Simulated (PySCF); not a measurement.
MoCl4H2, SMILES [Cl][MoH2]([Cl])([Cl])[Cl], multiplicity 1. Geometry optimised at PBE-D3(BJ)/def2-SVP. The multiplicity is an assumed one; no other spin state was optimised. The structure was generated by enumeration; whether it is a known compound was not checked. The def2 effective core potentials stand for the cores of Mo; spin–orbit coupling is left out.

Computed with PySCF 2.14.0 with PBE-D3(BJ)/def2-SVP.

Harmonic wavenumbers (cm⁻¹): 88, 125, 130, 145, 152, 338, 364, 388, 394, 537, 685, 774, 1017, 2013, 2031. Rotational constants (GHz): 1.277, 1.233, 0.7268; symmetry number 2.

Work out the zero-point energy and the ideal-gas rigid-rotor harmonic-oscillator thermochemistry at 298.15 K and 1 atm.

ZPE = ½ Σ hcν = ½ × 9182 cm⁻¹ = 54.92 kJ/mol. H − E(el) = 78.52 kJ/mol. Entropy in J/(mol K): translation 177.09, rotation 119.84, vibration 86.15, total 383.07. G − E(el) = -35.69 kJ/mol. Cp = 112.09 J/(mol K). Modes under 150 cm⁻¹ make the vibrational entropy uncertain.
